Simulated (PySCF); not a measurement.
C₇H₆F (doublet state).
Atom-mapped SMILES: `[CH:1]#[C:2][C:3]1[CH2:4][C@@:5]12[CH2:6][C@H:7]2[F:8]` (hydrogens: H9 on C1; H10, H11 on C4; H12, H13 on C6; H14 on C7)

Method: UKS B3LYP, pcH-1 on C F H, non-relativistic, mean-field spin-orbit, GIAO (PySCF). Geometry: GFN2-xTB; no solvent, vibrations or thermal averaging. A GFN2-xTB geometry isn't a minimum of the functional, and hyperfine couplings can be far from their values at a DFT geometry. No stability test was run, so a lower SCF solution isn't excluded.

(1) Give the principal g shifts and their parts.

(2) At 33.87 GHz, how far is the centre of the isotropic spectrum from where a free electron (g = 2.002319) resonates?

(3) What effective moment and Curie constant follow for a powder?

(4) In a frozen sample, at which fields do the three g values resonate at 9.5, 34, 94 and 263 GHz (hyperfine left aside), and which band first spreads them over more than twice a line width of 1.0 mT?

Answers

(1) 
```
                    Δg (ppm)     1     2     3
relativistic mass correction  -151  -151  -151
            gauge correction     6    16    38
   orbital Zeeman/spin–orbit   189   669  1165
                       total    45   535  1052
```

So g = 2.00236, 2.00285, 2.00337 and g_iso = 2.00286; the tensor is rhombic: the two nearest values differ by 49 % of g3 − g1. Axes: g3 points within 12° of the C3–C4 bond.

(2) B = hν/(g μB) with μB/h = 13.99624 MHz/mT gives 1208.57 mT for the free electron and 1208.24 mT at g_iso, 0.33 mT lower.

(3) With the mean of g² = 4.0115 and S(S+1) = 0.75: μ_eff = √(⟨g²⟩S(S+1)) = 1.735 μB and χT = 0.12505·⟨g²⟩·S(S+1) = 0.376 cm³ K/mol (cgs; spin-Hamiltonian part alone).

(4) 
```tsv
band	GHz	B(g3) mT	B(g2) mT	B(g1) mT	spread mT
X	9.5	338.81	338.89	338.98	0.17
Q	34.0	1212.57	1212.88	1213.18	0.61
W	94.0	3352.39	3353.26	3354.08	1.69
J	263.0	9379.57	9381.99	9384.28	4.72
```

The spread grows in proportion to the frequency. J band is the first where it exceeds 2.0 mT.

Largest spin populations (Mulliken): C3 (+0.67), C1 (+0.55) and C2 (-0.24). The positive populations add up to 1.38 and the negative ones to -0.38, together 2S = 1. The angles at C3 add up to 360.0°, so it is planar.

The HOMO–LUMO gaps are 5.63 eV among the α and 4.62 eV among the β orbitals.
